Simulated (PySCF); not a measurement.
mer-IrF3(NH3)3 (singlet state).
Bonds: Ir1–F2, Ir1–F3, Ir1–F4, Ir1–N5, Ir1–N9, Ir1–N13. Hydrogens: H6, H7, H8 on N5; H10, H11, H12 on N9; H14, H15, H16 on N13.

Computed by this run: PBE0-D3(BJ)/def2-SVP geometry optimisation, gas phase, def2 core potentials past Kr (PySCF 2.14.0); density fitting, grid level 1; the optimiser is geomeTRIC in internal coordinates, started from a GFN2-xTB structure with every atom displaced at random (about 0.03 Å).

At the end of the run (lengths in Å): Ir1–N5 2.081, Ir1–N9 2.057, N13–H16 1.026, Ir1–N13 2.058, Ir1–F2 2.007, N9–H12 1.025, N13–H14 1.028, F3–Ir1–N5 96.9°, F2–Ir1–N9 81.2°, F3–Ir1–N9 99.2°, F3–Ir1–N13 79.3°, H10–N9–Ir1–F2 -136°, H6–N5–Ir1–F2 -117°.

Question: These geometries were met on the way; a selection of coordinates is given. Order them by energy above the end point, lowest first.
A. Ir1–N5 2.077, Ir1–N9 2.060, N13–H16 1.028, Ir1–N13 2.060, Ir1–F2 2.003, N9–H12 1.023, N13–H14 1.027, F3–Ir1–N5 96.5°, F2–Ir1–N9 82.1°, F3–Ir1–N9 98.5°, F3–Ir1–N13 79.4°, H10–N9–Ir1–F2 -143°, H6–N5–Ir1–F2 -118°
B. Ir1–N5 2.224, Ir1–N9 2.190, N13–H16 1.115, Ir1–N13 1.988, Ir1–F2 1.946, N9–H12 0.972, N13–H14 0.977, F3–Ir1–N5 83.4°, F2–Ir1–N9 87.4°, F3–Ir1–N9 89.7°, F3–Ir1–N13 89.8°, H10–N9–Ir1–F2 -156°, H6–N5–Ir1–F2 -129°
C. Ir1–N5 2.080, Ir1–N9 2.065, N13–H16 1.032, Ir1–N13 2.048, Ir1–F2 2.018, N9–H12 1.018, N13–H14 1.024, F3–Ir1–N5 86.1°, F2–Ir1–N9 91.7°, F3–Ir1–N9 88.6°, F3–Ir1–N13 89.9°, H10–N9–Ir1–F2 -157°, H6–N5–Ir1–F2 -127°
D. Ir1–N5 2.077, Ir1–N9 2.059, N13–H16 1.028, Ir1–N13 2.056, Ir1–F2 2.006, N9–H12 1.020, N13–H14 1.022, F3–Ir1–N5 97.8°, F2–Ir1–N9 92.2°, F3–Ir1–N9 88.7°, F3–Ir1–N13 87.6°, H10–N9–Ir1–F2 -155°, H6–N5–Ir1–F2 -122°
E. Ir1–N5 2.079, Ir1–N9 2.053, N13–H16 1.025, Ir1–N13 2.064, Ir1–F2 1.991, N9–H12 1.023, N13–H14 1.025, F3–Ir1–N5 92.1°, F2–Ir1–N9 93.4°, F3–Ir1–N9 87.8°, F3–Ir1–N13 89.4°, H10–N9–Ir1–F2 -155°, H6–N5–Ir1–F2 -125°

Answer: A (0.010 eV), D (0.028 eV), E (0.058 eV), C (0.152 eV), B (0.930 eV).

```
step  E above end (eV)  rms distance from the end, all atoms (Å)  largest force (eV/Å)  rms shift of all bonds from the end (Å)
  17             0.010                                     0.060                 0.154                                    0.002
   6             0.028                                     0.217                 0.146                                    0.003
   3             0.058                                     0.238                 0.409                                    0.008
   1             0.152                                     0.251                 1.202                                    0.009
   0             0.930                                     0.246                 5.212                                    0.065
```

Rows stand in the order of the answer.
